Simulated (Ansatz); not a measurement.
`[SiH3][O][Cd][O][SiH3]` + `[OH][Cd][OH]` → 2 `[OH][Cd][O][SiH3]`  (redistribution)

Program: Ansatz. Geometries: PBE0-D4/def2-TZVP. ΔE: electronic, gas phase. CBS: MP2 limit from def2 TZ/QZ plus the TZ coupled-cluster correction, frozen cores. def2 core potentials past Kr. For Cd outer-core shells are correlated without core-valence functions, which leaves a few kJ/mol of doubt a bond. One conformer a species, not always the lowest.

| species | HF/def2-TZVPP energy (Eh) |
| --- | --- |
| `[SiH3][O][Cd][O][SiH3]` | -898.13710 |
| `[OH][Cd][OH]` | -317.81891 |
| `[OH][Cd][O][SiH3]` | -607.97847 |

(1) Work out ΔE.

Largest T1 diagnostic among the species: 0.017.

Results:

(1) ΔE = 2 × (-607.97847) − (-898.13710) − (-317.81891) = -0.00093 Eh = -2.4 kJ/mol. CCSD(T)/CBS gives -1.5 kJ/mol.

Leaving LDA and LC-ωPBE aside and taking each functional with its dispersion term where it has one, the values, not all of them listed here, spread over 1.9 kJ/mol, from B97M-V to BLYP-D4.
